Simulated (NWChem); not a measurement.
Everything below was run with NWChem. System: HClSn, charge 0, spin multiplicity 1, at a geometry optimised with PBE0/def2-SVP with def2 effective core potentials on Sn. The structure started from a generated list of species. Level: MP2/def2-QZVP with def2 effective core potentials on Sn, 9 core orbitals frozen.

The NWChem input:

```
start mol
memory heap 200 mb stack 900 mb global 1100 mb
geometry units angstroms nocenter noautoz
  Sn    -0.422082     0.422546     0.000000
  H      0.817466     1.711195     0.000000
  Cl     1.193331    -1.343440     0.000000
  symmetry group Cs
end
basis spherical
  * library def2-qzvp
end
ecp
  Sn library def2-ecp
end
scf
  rhf
  nopen 0
  maxiter 100
  thresh 1e-7
  semidirect memsize 60000000 filesize 0
end
mp2
  freeze core 9
end
task mp2 energy
```

NWChem printed:

```
             Northwest Computational Chemistry Package (NWChem) 7.3.0
             --------------------------------------------------------

                                NWChem Input Module
                                -------------------

 Scaling coordinates for geometry "geometry" by  1.889725989
 (inverse scale =  0.529177249)

 Turning off AUTOSYM since
 SYMMETRY directive was detected!

                             Geometry "geometry" -> ""
                             -------------------------

 Output coordinates in angstroms (scale by  1.889725989 to convert to a.u.)

  No.       Tag          Charge          X              Y              Z
 ---- ---------------- ---------- -------------- -------------- --------------
    1 Sn                  50.0000    -0.42208200     0.42254600     0.00000000
    2 H                    1.0000     0.81746600     1.71119500     0.00000000
    3 Cl                  17.0000     1.19333100    -1.34344000     0.00000000

 Effective nuclear repulsion energy (a.u.)     205.6560283337

            Nuclear Dipole moment (a.u.)
            ----------------------------
        X                 Y               Z
 ---------------- ---------------- ----------------
    -0.0000132281     0.0000283459     0.0000000000

      Symmetry information
      --------------------

 Group name             Cs
 Group number              2
 Group order               2
 No. of unique centers     3

      Symmetry unique atoms

     1    2    3


 Summary of "ao basis" -> "" (spherical)
 ------------------------------------------------------------------------------
       Tag                 Description            Shells   Functions and Types
 ---------------- ------------------------------  ------  ---------------------
 *                         def2-qzvp                  on all atoms

 Summary of "ao basis" -> "ao basis" (spherical)
 ------------------------------------------------------------------------------
       Tag                 Description            Shells   Functions and Types
 ---------------- ------------------------------  ------  ---------------------
[...]
     1   1 0 0     -0.902571      0.000000     22.333328
     1   0 1 0      0.801723      0.000000    -22.357864
     1   0 0 1     -0.000000      0.000000      0.000000

     2   2 0 0    -31.773181      0.000000    102.833376
     2   1 1 0      0.347760      0.000000   -106.341659
     2   1 0 1      0.000000      0.000000      0.000000
     2   0 2 0    -31.129551      0.000000    134.051714
     2   0 1 1     -0.000000      0.000000      0.000000
     2   0 0 2    -25.792523      0.000000      0.000000

                   NWChem MP2 Semi-direct Energy/Gradient Module
                   ---------------------------------------------

  Basis functions       =    182
  Molecular orbitals    =    182
  Frozen core           =      9
  Frozen virtuals       =      0
  Active alpha occupied =     11
  Active beta occupied  =     11
  Active alpha virtual  =    162
  Active beta virtual   =    162
  Use MO symmetry       = T
  Use skeleton AO sym   = T

  AO/Fock/Back tols     =   1.0D-09  1.0D-09  1.0D-09

 GA uses MA = F    GA memory limited = T

 Available:
  local mem=  1.26D+08
 global mem=  1.44D+08
 local disk=  0.00D+00
  mp2_memr nvloc                   162
  nvloc new                   162
   1 passes of  11:        7340032                     214801                  97803247.
   1 passes of  11: M    126116343           G      144112952           F     118776311.

 Semi-direct pass number   1 of   1  for RHF alpha+beta  at       64.7s
  vrange nnbf                 16133
  mp2_eaftype                   373  avail_ma_in_mb                  1099
 EAF : mp2_eaftype filesize         373   48901624.
  mp2_eaf for mointskh                    373
Node 0 wrote    230.0 Mb in      0.1 s     Agg I/O rate:  2333.6 Mb/s
 Done moints_semi at       99.6s
  mp2_eaftype                   373  avail_ma_in_mb                   726
 EAF : mp2_eaftype filesize         373   48901624.
  mp2_eaf for kh                   373
 Done maket at      100.4s
 Done multipass loop at      100.4s

          -------------------------------------------
          SCF energy                -673.499255072698
          Correlation energy          -0.727022562174
          Singlet pairs               -0.377460900901
          Triplet pairs               -0.349561661274
          Total MP2 energy          -674.226277634873
          -------------------------------------------

          ---------------------------------------------------
                    Spin Component Scaled (SCS) MP2
          Same spin pairs                     -0.233041107516
          Same spin scaling factor             0.333333333333
          Opposite spin pairs                 -0.493981454659
          Opposite spin scaling fact.          1.200000000000
          SCS-MP2 correlation energy          -0.670458114762
          Total SCS-MP2 energy              -674.169713187460
          ---------------------------------------------------

 -----------------------
 Performance information
 -----------------------

 Timer overhead =  1.72D-07 seconds/call

               Nr. of calls         CPU time (s)                 Wall time (s)                GFlops
             ---------------    -------------------     ------------------------------   -------------------
Name         Min   Avg   Max    Min     Avg     Max     Min     Avg     Max   Mx/calls   Min     Max     Sum
mp2: moin     1     1     1    35.     35.     35.      35.     35.     35.     35.      0.0     0.0     0.0
mp2: make     1     1     1   0.78    0.78    0.78     0.78    0.78    0.78    0.78      0.0     0.0     0.0
mp2: tota     1     1     1    36.     36.     36.      36.     36.     36.     36.      0.0     0.0     0.0

 The average no. of pstat calls per process was 3.00D+00
 with a timing overhead of 5.17D-07s

 Task  times  cpu:      100.4s     wall:      100.4s

 Total times  cpu:      100.4s     wall:      100.4s
```
